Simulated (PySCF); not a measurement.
C9H11, SMILES [CH2]c1cc(C)cc(C)c1, doublet, GFN2-xTB optimised geometry.

```
20

C      1.83     2.32     0.00
C      1.12     1.14     0.00
C      1.77    -0.12     0.00
C      1.06    -1.30     0.00
C      1.76    -2.63     0.02
C     -0.33    -1.25     0.01
C     -1.02    -0.03     0.00
C     -2.52    -0.03     0.01
C     -0.30     1.14     0.00
H      2.91     2.32     0.00
H      1.34     3.28     0.00
H      2.85    -0.14     0.00
H      1.61    -3.12     0.98
H      2.82    -2.51    -0.15
H      1.35    -3.28    -0.76
H     -0.90    -2.17     0.01
H     -2.89    -0.50     0.92
H     -2.91     0.98    -0.05
H     -2.90    -0.60    -0.84
H     -0.82     2.09     0.00
```

Density from PySCF 2.14.0 with unrestricted PBE0/def2-SVP at that geometry.

Minimum of the electron density along straight lines between bonded atoms, close to the bond critical point (lines longer than 1.1 times the sum of covalent radii, or with two minima, are not listed):

```json
[
 {"bond": "C1–C2", "length / Å": "1.379", "ρ at the minimum / e bohr⁻³": "0.315", "∇²ρ there / e bohr⁻⁵": "-0.82", "position (fraction from the first atom)": "0.50"},
 {"bond": "C2–C3", "length / Å": "1.422", "ρ at the minimum / e bohr⁻³": "0.293", "∇²ρ there / e bohr⁻⁵": "-0.72", "position (fraction from the first atom)": "0.50"},
 {"bond": "C3–C4", "length / Å": "1.375", "ρ at the minimum / e bohr⁻³": "0.318", "∇²ρ there / e bohr⁻⁵": "-0.82", "position (fraction from the first atom)": "0.50"},
 {"bond": "C4–C5", "length / Å": "1.500", "ρ at the minimum / e bohr⁻³": "0.255", "∇²ρ there / e bohr⁻⁵": "-0.60", "position (fraction from the first atom)": "0.51"},
 {"bond": "C4–C6", "length / Å": "1.397", "ρ at the minimum / e bohr⁻³": "0.306", "∇²ρ there / e bohr⁻⁵": "-0.77", "position (fraction from the first atom)": "0.50"},
 {"bond": "C6–C7", "length / Å": "1.397", "ρ at the minimum / e bohr⁻³": "0.306", "∇²ρ there / e bohr⁻⁵": "-0.77", "position (fraction from the first atom)": "0.50"},
 {"bond": "C7–C8", "length / Å": "1.500", "ρ at the minimum / e bohr⁻³": "0.255", "∇²ρ there / e bohr⁻⁵": "-0.60", "position (fraction from the first atom)": "0.51"},
 {"bond": "C2–C9", "length / Å": "1.422", "ρ at the minimum / e bohr⁻³": "0.293", "∇²ρ there / e bohr⁻⁵": "-0.72", "position (fraction from the first atom)": "0.50"},
 {"bond": "C7–C9", "length / Å": "1.374", "ρ at the minimum / e bohr⁻³": "0.318", "∇²ρ there / e bohr⁻⁵": "-0.82", "position (fraction from the first atom)": "0.50"},
 {"bond": "C1–H10", "length / Å": "1.075", "ρ at the minimum / e bohr⁻³": "0.284", "∇²ρ there / e bohr⁻⁵": "-1.08", "position (fraction from the first atom)": "0.63"},
 {"bond": "C1–H11", "length / Å": "1.075", "ρ at the minimum / e bohr⁻³": "0.284", "∇²ρ there / e bohr⁻⁵": "-1.08", "position (fraction from the first atom)": "0.63"},
 {"bond": "C3–H12", "length / Å": "1.081", "ρ at the minimum / e bohr⁻³": "0.282", "∇²ρ there / e bohr⁻⁵": "-1.06", "position (fraction from the first atom)": "0.63"},
 {"bond": "C5–H13", "length / Å": "1.090", "ρ at the minimum / e bohr⁻³": "0.274", "∇²ρ there / e bohr⁻⁵": "-1.00", "position (fraction from the first atom)": "0.63"},
 {"bond": "C5–H14", "length / Å": "1.087", "ρ at the minimum / e bohr⁻³": "0.277", "∇²ρ there / e bohr⁻⁵": "-1.02", "position (fraction from the first atom)": "0.63"},
 {"bond": "C5–H15", "length / Å": "1.089", "ρ at the minimum / e bohr⁻³": "0.275", "∇²ρ there / e bohr⁻⁵": "-1.00", "position (fraction from the first atom)": "0.63"},
 {"bond": "C6–H16", "length / Å": "1.081", "ρ at the minimum / e bohr⁻³": "0.282", "∇²ρ there / e bohr⁻⁵": "-1.05", "position (fraction from the first atom)": "0.62"},
 {"bond": "C8–H17", "length / Å": "1.090", "ρ at the minimum / e bohr⁻³": "0.274", "∇²ρ there / e bohr⁻⁵": "-1.00", "position (fraction from the first atom)": "0.63"},
 {"bond": "C8–H18", "length / Å": "1.087", "ρ at the minimum / e bohr⁻³": "0.277", "∇²ρ there / e bohr⁻⁵": "-1.02", "position (fraction from the first atom)": "0.63"},
 {"bond": "C8–H19", "length / Å": "1.089", "ρ at the minimum / e bohr⁻³": "0.275", "∇²ρ there / e bohr⁻⁵": "-1.00", "position (fraction from the first atom)": "0.63"},
 {"bond": "C9–H20", "length / Å": "1.081", "ρ at the minimum / e bohr⁻³": "0.282", "∇²ρ there / e bohr⁻⁵": "-1.06", "position (fraction from the first atom)": "0.63"}
]
```
